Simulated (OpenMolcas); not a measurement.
## Multiconfigurational calculation on Ge+

Input:

```
&GATEWAY
Coord
1

Ge 0.0 0.0 0.0
Basis=ANO-RCC-VTZP
Group=XYZ
NoMove
AngMom=0.0 0.0 0.0
AMFI
&SEWARD
* reference wave functions (RASSCF and RASSI steps not shown): 3 electrons in 8 orbitals (4s 4p 5s 5p)
>>> COPY JOB002 $Project.JobIph
&CASPT2
Multistate=6 1 2 3 4 5 6
Frozen=3 6
IPEA=0.0
Imaginary=0.1
MaxIter=60
WThr=0.0 0.3 0.05
PrWF=0.5
NoMix
>>> COPY JOB003 $Project.JobIph
&CASPT2
Multistate=3 1 2 3
Frozen=3 6
IPEA=0.0
Imaginary=0.1
MaxIter=60
WThr=0.0 0.3 0.05
PrWF=0.5
NoMix
>>> COPY JOB004 $Project.JobIph
&CASPT2
Multistate=6 1 2 3 4 5 6
Frozen=3 6
IPEA=0.0
Imaginary=0.1
MaxIter=60
WThr=0.0 0.3 0.05
PrWF=0.5
NoMix
```

Output, cut to the results:

```
--- CASPT2 ---
Orbital specifications:
      -----------------------

      Symmetry species                           1   2
                                                ag  au
      Frozen orbitals                            3   6
      Inactive orbitals                          5   0
      Active orbitals                            2   6
      Secondary orbitals                        11  10
      Deleted orbitals                           0   0
      Number of basis functions                 21  22
Type of calculation                        MS-CASPT2
      Fock operator                              state-specific
      IPEA shift                                 0.00
      Real shift                                 0.00
      Imaginary shift                            0.10
      The input orbitals will be transformed to quasi-canonical
Reference energy:       -2096.7483286096
      E2 (Non-variational):      -0.4125510163
      Shift correction:          -0.0001569140
      E2 (Variational):          -0.4127079302
      Total energy:           -2097.1610365398
      Residual norm:              0.0000001484
      Reference weight:           0.95223
      Contributions to the CASPT2 correlation energy
      Active & Virtual Only:         -0.0197448760
      One Inactive Excited:          -0.0500819762
      Two Inactive Excited:          -0.3427241640
Reference energy:       -2096.7483286095
      E2 (Non-variational):      -0.4125510163
      Shift correction:          -0.0001569140
      E2 (Variational):          -0.4127079302
      Total energy:           -2097.1610365397
      Residual norm:              0.0000001484
      Reference weight:           0.95223
      Contributions to the CASPT2 correlation energy
      Active & Virtual Only:         -0.0197448760
      One Inactive Excited:          -0.0500819762
      Two Inactive Excited:          -0.3427241640
::    CASPT2 Root  1     Total energy:  -2097.16103654
::    CASPT2 Root  2     Total energy:  -2097.16103654
::    CASPT2 Root  3     Total energy:  -2097.16103654
::    CASPT2 Root  4     Total energy:  -2096.70048176
::    CASPT2 Root  5     Total energy:  -2096.70048176
::    CASPT2 Root  6     Total energy:  -2096.70048176
::    MS-CASPT2 Root  1     Total energy:  -2097.16125010
::    MS-CASPT2 Root  2     Total energy:  -2097.16125010
::    MS-CASPT2 Root  3     Total energy:  -2097.16125010
::    MS-CASPT2 Root  4     Total energy:  -2096.70026820
::    MS-CASPT2 Root  5     Total energy:  -2096.70026820
::    MS-CASPT2 Root  6     Total energy:  -2096.70026820
--- CASPT2 ---
Orbital specifications:
      -----------------------

      Symmetry species                           1   2
                                                ag  au
      Frozen orbitals                            3   6
      Inactive orbitals                          5   0
      Active orbitals                            2   6
      Secondary orbitals                        11  10
      Deleted orbitals                           0   0
      Number of basis functions                 21  22
Type of calculation                        MS-CASPT2
      Fock operator                              state-specific
      IPEA shift                                 0.00
      Real shift                                 0.00
      Imaginary shift                            0.10
      The input orbitals will be transformed to quasi-canonical
Reference energy:       -2096.5437268065
      E2 (Non-variational):      -0.3925710440
      Shift correction:          -0.0001071938
      E2 (Variational):          -0.3926782378
      Total energy:           -2096.9364050443
      Residual norm:              0.0000002881
      Reference weight:           0.95918
      Contributions to the CASPT2 correlation energy
      Active & Virtual Only:         -0.0094733157
      One Inactive Excited:          -0.0411436128
      Two Inactive Excited:          -0.3419541155
Reference energy:       -2096.5437268065
      E2 (Non-variational):      -0.3925710440
      Shift correction:          -0.0001071938
      E2 (Variational):          -0.3926782378
      Total energy:           -2096.9364050443
      Residual norm:              0.0000002881
      Reference weight:           0.95918
      Contributions to the CASPT2 correlation energy
      Active & Virtual Only:         -0.0094733157
      One Inactive Excited:          -0.0411436128
      Two Inactive Excited:          -0.3419541155
::    CASPT2 Root  1     Total energy:  -2096.93640504
::    CASPT2 Root  2     Total energy:  -2096.93640504
::    CASPT2 Root  3     Total energy:  -2096.93640504
::    MS-CASPT2 Root  1     Total energy:  -2096.93640504
::    MS-CASPT2 Root  2     Total energy:  -2096.93640504
::    MS-CASPT2 Root  3     Total energy:  -2096.93640504
--- CASPT2 ---
Orbital specifications:
      -----------------------

      Symmetry species                           1   2
                                                ag  au
      Frozen orbitals                            3   6
      Inactive orbitals                          5   0
      Active orbitals                            2   6
      Secondary orbitals                        11  10
      Deleted orbitals                           0   0
      Number of basis functions                 21  22
Type of calculation                        MS-CASPT2
      Fock operator                              state-specific
      IPEA shift                                 0.00
      Real shift                                 0.00
      Imaginary shift                            0.10
      The input orbitals will be transformed to quasi-canonical
Reference energy:       -2096.4559504914
      E2 (Non-variational):      -0.3926911418
      Shift correction:          -0.0000450968
      E2 (Variational):          -0.3927362387
      Total energy:           -2096.8486867300
      Residual norm:              0.0000003011
      Reference weight:           0.96504
...
```

Levels above the lowest, from the spin-orbit matrix with the single-state CASPT2 energies, averaged by term, on its diagonal:

```
Configuration  Term    J  E (cm⁻¹)  Measured (cm⁻¹)  Term weight %
       4s² 4p   ²P°  1/2       0.0              0.0            100
       4s² 4p   ²P°  3/2      1526             1767            100
       4s 4p²    ⁴P  1/2     49390            51576            100
       4s 4p²    ⁴P  3/2     49940            52291            100
       4s 4p²    ⁴P  5/2     50850            53367            100
       4s 4p²    ²D  3/2     68290            65016            100
       4s 4p²    ²D  5/2     68560            65185            100
```

Against the 6 measured excited levels shown (NIST Handbook of Basic Atomic Spectroscopic Data) the mean absolute deviation is 2300 cm-1; the largest miss in energy is 4s 4p² ²D_5/2: computed 68560, measured 65185 cm⁻¹ (+5.2 %), and the largest in proportion 4s² 4p ²P°_3/2 (-13.6 %).

Term energies are means over components that CASPT2 splits; among the terms shown or strongly mixed into the levels shown the widest spread is 12 cm-1 (4s 4p² ²D). Over all roots computed the reference weight is 0.89 to 0.97; the roots of lowest weight are the least certain, and an intruder state may touch them. Some high roots are left out of the spin-orbit mixing, which shifts the levels that they would mix with. The run also gave levels led by 4s² 5p, 4s² 5s, which use shells meant for correlation; these and all levels above them are left out. Terms of s pⁿ other than that of highest spin mix with s² pⁿ⁻² d, which this space lacks; all of them can be thousands of cm-1 off, and some have no real level of that name. Computed and measured levels are paired by configuration, term and J; levels that our copy of the source lacks, or whose pairing is in doubt (as where it misses far off the trend of its configuration), stay unpaired and out of the deviations. Only configurations of the active space appear. The first state left out of the spin-orbit step lies near 90000 cm-1 above the lowest spin-free state of the reference (among the parities and spins computed), and the list stops at four fifths of that energy or lower.

The term weight is that of the spin-free term in the level, not the purity of its configuration. ° marks odd parity.
